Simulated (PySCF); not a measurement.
**Sm³⁸⁺: ionisation energy**

Sm³⁸⁺ [Ar] 3d6 [3d3/2^4 3d5/2^2, M_J = 4] → Sm³⁹⁺ [Ar] 3d5 [3d3/2^4 3d5/2^1, M_J = 5/2], as a difference of total energies. Computed with PySCF 2.14 in an even-tempered Gaussian basis (16 s from 7.7 bohr⁻², ratio 2.8; 12 p from 10 bohr⁻², ratio 2.8; 8 d from 10 bohr⁻², ratio 2.8; 3 f from 36 bohr⁻², ratio 3), with the two-component X2C-1e Hamiltonian. Correlated levels: [Ne] frozen; the 74 highest virtual spinors dropped. "Screened" scales the spin-orbit matrix elements by Boettger's factors to mimic the two-electron term; Breit and QED terms are absent.

| method | ionisation energy (eV) |
| --- | --- |
| GHF (spin-free) | 2778.7 |
| GMP2 (spin-free) | 2779.7 |
| GHF (screened spin-orbit) | 2782.4 |
| GMP2 (screened spin-orbit) | 2782.6 |

Breit and QED terms and the two-electron picture change are absent.

The spin-free rows relax to the high-spin LS determinant and lack the spin-orbit shift.

The labels give the starting determinants; with spin-orbit coupling the two ends relaxed to ⟨J²⟩ = 20.02, ⟨L²⟩ = 10.81, ⟨S²⟩ = 3.58 and ⟨J²⟩ = 8.76, ⟨L²⟩ = 3.77, ⟨S²⟩ = 4.09.

For comparison: 2782 ± 4 eV (theoretical estimate listed by NIST; NIST Atomic Spectra Database, ionization energies).
